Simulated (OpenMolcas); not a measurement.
Pd5+ among 2 point charges of -2 e arranged as a linear pair (D∞h), 1.89 Å from the ion.

| Quantity | Value |
| --- | --- |
| Program | OpenMolcas 26.06 |
| Method | CASSCF |
| Basis | ANO-RCC-VTZP [7s6p4d2f1g] |
| Scalar Hamiltonian | DKH2, point nucleus |
| Active space | 5 electrons in 5 orbitals (4d) |
| State averaging | 2S+1 = 6 even, 1 root; 2S+1 = 4 even, 24 roots; 2S+1 = 2 even, 75 roots |
| Spin-orbit coupling | state interaction with AMFI integrals over the reference wave functions |

Q: What is the spin-free ground state (labels by Λ)?

A: 6Σ, 1-fold in its orbital part, 100 % from free-ion S terms; it has the highest spin that d5 allows.

Q: What are the lowest two levels with spin-orbit coupling?

A: A 2-fold level with g = 0.00, 0.00, 9.98, then a 2-fold level 36.7 cm-1 above it. Their leading multiplicities are 6 (98 %) and 6 (99 %).

Q: What is χT at 300 K, and how does it compare with the textbook value?

A: The lowest level has 2S+1 = 6, for which the spin-only value is χT = S(S+1) / 2 = 4.375 cm3 K/mol (g = 2). The computed 4.357 at 300 K differs by -0.018, through a little spin-orbit mixing out of the ground term, against the free-electron g of 2.0023, which raises it.

Without dynamic correlation the repulsion within the d shell is too large (B by tens of per cent), so at a given field states of lower spin stand too high. Point charges give a weaker field than real ligands, and real ions of this kind are as a rule low spin; the high spin found here belongs to the model. This is an electrostatic model: the charges have no orbitals. No measured value stands beside these numbers.
